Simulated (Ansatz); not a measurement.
`C[N]1[SiH2][Al]1[CH3]` + `[OH][Al]([OH])[Br]` → `C[O][Al]([OH])[Br]` + `C[N]1[AlH][SiH2]1`  (substitution at a C–Al bond)

Program: Ansatz. Geometries: PBE0-D4/def2-TZVP. ΔE: electronic, gas phase. CCSD(T)/CBS is the MP2 limit (def2-TZVPP, def2-QZVPP) plus CCSD(T) − MP2 in def2-TZVPP, frozen cores. Functionals use def2-TZVPP. For Br outer-core shells are correlated without core-valence functions, which leaves a few kJ/mol of doubt a bond. Scalar relativity is left out up to krypton. One conformer a species, not always the lowest.

`C[N]1[SiH2][Al]1[CH3]`:

```xyz
13

C     1.410    0.025   -1.450
N     0.632    0.292   -0.267
Si    0.919    1.461    1.030
Al   -0.784   -0.055    0.747
C    -2.316   -1.253    0.725
H     2.427   -0.296   -1.198
H     0.954   -0.764   -2.055
H     1.499    0.917   -2.083
H     0.939    2.892    0.591
H     2.195    1.258    1.785
H    -2.350   -1.833   -0.201
H    -2.273   -1.952    1.564
H    -3.251   -0.694    0.813
```

`[OH][Al]([OH])[Br]`:

```xyz
6

O    -0.584   -1.227   -0.937
Al   -0.032    0.048    0.008
O     1.480   -0.094    0.725
Br   -1.285    1.895    0.304
H    -1.434   -1.213   -1.374
H     1.856    0.591    1.275
```

`C[O][Al]([OH])[Br]`:

Z-matrix (Å, degrees):
```
C
O 1 1.399
H 1 1.094 2 109.8
H 1 1.096 2 112.4 3 120.6
H 1 1.094 2 109.8 3 -118.7
Al 2 1.667 1 135.9 3 -120.5
Br 6 2.251 2 120.0 1 0.0
O 6 1.681 2 118.9 1 -180.0
H 8 0.956 6 122.2 2 179.9
```

`C[N]1[AlH][SiH2]1`:

```xyz
10

C     0.610   -1.090    0.712
N    -0.212   -0.061    0.128
Al   -1.785    0.749    0.003
Si    0.196    1.171   -1.073
H     0.040   -1.695    1.423
H     1.466   -0.663    1.250
H     1.011   -1.765   -0.053
H    -3.209    0.576    0.666
H     0.626    0.640   -2.403
H     1.257    2.138   -0.653
```

CCSD(T)/CBS gives +108.2 kJ/mol.

Task: Another level gave +102.9 kJ/mol. Which?
A. r2SCAN-D4/def2-TZVPP
B. revPBE-D4/def2-TZVPP
C. MP2/def2-TZVPP
D. B97M-V/def2-TZVPP

Result: B. revPBE-D4 102.9, r2SCAN-D4 108.3, B97M-V 97.3, MP2/def2-TZVPP 112.9 kJ/mol.

Largest T1 diagnostic among the species: 0.015.

At CCSD(T), def2-SVP lies −23.4 kJ/mol from the extrapolated value and def2-TZVPP −3.2 kJ/mol. Leaving LDA and LC-ωPBE aside and taking each functional with its dispersion term where it has one, the values, not all of them listed here, spread over 11.1 kJ/mol, from B97M-V to PBE-QIDH. In def2-TZVPP, CCSD(T) changes the Hartree–Fock value by +17.1 kJ/mol (the triples alone add +1.8 kJ/mol) and MP2 by +24.9 kJ/mol.
